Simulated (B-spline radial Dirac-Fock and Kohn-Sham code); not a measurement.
**Elastic and transport cross sections of barium for electrons**

Model: relativistic (Dirac) partial waves in the static field of the Dirac-Fock atom with Furness-McCarthy exchange, without polarisation or absorption potentials. Program: a radial B-spline solver. Below a few hundred eV the neglected polarisation potential matters, most of all at small angles. σ_tr1 and σ_tr2 weight the cross section with 1 − P₁ and 1 − P₂ of cos θ; "backward" is the share scattered beyond 90°.

```
energy (eV)  σ (a₀²)  σ_tr1 (a₀²)  σ_tr2 (a₀²)  σ/σ_tr1  backward (%)
        200     31.4         7.41         9.48     4.24           8.5
        222     29.9         7.17         8.98     4.18           8.9
        300     26.2         6.28         7.11     4.17           9.7
        390     23.3         5.35         5.46     4.36           9.9
        402     23.0         5.23         5.29     4.39           9.9
        423     22.5         5.04         5.01     4.45           9.9
        489     21.0         4.51         4.29     4.65           9.7
        500     20.7         4.43         4.19     4.69           9.6
        519     20.4         4.29         4.03     4.75           9.5
        522     20.3         4.27         4.00     4.76           9.5
        926     15.2         2.45         2.29     6.18           7.0
       1000     14.6         2.26         2.14     6.44           6.6
       1040     14.3         2.16         2.06     6.59           6.4
       1250     12.9         1.76         1.75     7.35           5.5
       1280     12.7         1.71         1.72     7.46           5.4
       1330        ?            ?            ?        ?             ?
       1380     12.2         1.56         1.60     7.82           5.0
       1440     11.9         1.49         1.54     8.04           4.8
```

Question: Fill in the row for 1.33 keV.

Answer: σ = 12.5 a₀², σ_tr1 = 1.63 a₀², σ_tr2 = 1.66 a₀², σ/σ_tr1 = 7.64, backward 5.2 %. The ratio σ/σ_tr1 is roughly the number of elastic collisions that randomise the direction.

Values without a named source are computed, but for edge energies of neutral atoms, which are taken from tables.
